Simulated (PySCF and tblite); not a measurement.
The numbers below are computed, except where a source is named.
System: C7H5FN2, numbered as in [F:1][c:2]1[cH:3][cH:4][c:5]2[nH:6][n:7][cH:8][c:9]2[cH:10]1.

For the shift of H on N6 from N6 to N7: electronic barrier 53.52 kcal/mol, zero-point change -4.08 kcal/mol, thermal and entropy terms at 298.15 K a further 0.01 kcal/mol (symmetry numbers apart). The minimum is Cs, the saddle C1. Level: PBE0/pcSseg-1 + D3(BJ) on PBE0-D3(BJ)/def2-SVP stationary points, with GFN2-xTB thermal terms. Rate constants are transition-state-theory values, counting equivalent paths, without tunnelling. Programs: tblite and PySCF.

(1) How many equivalent paths lead out of the minimum?

(2) Work out the rate at 298.15 K.

Tunnelling of the moving H, left out here, will speed the real process. In real samples such hydrogens mostly exchange between molecules or through solvent, far faster than by this path.

Answers

(1) 2: the symmetry number of the minimum is 1, that of the saddle displaced along its mode 1, and the displaced saddle is chiral while the minimum is not, which doubles the count.

(2) ΔG‡ = 49.45 kcal/mol; k_B T/h = 6.2×10¹² s⁻¹; exp(−ΔG‡/RT) = 5.7×10⁻³⁷; times 2 gives k = 7.1×10⁻²⁴ s⁻¹.
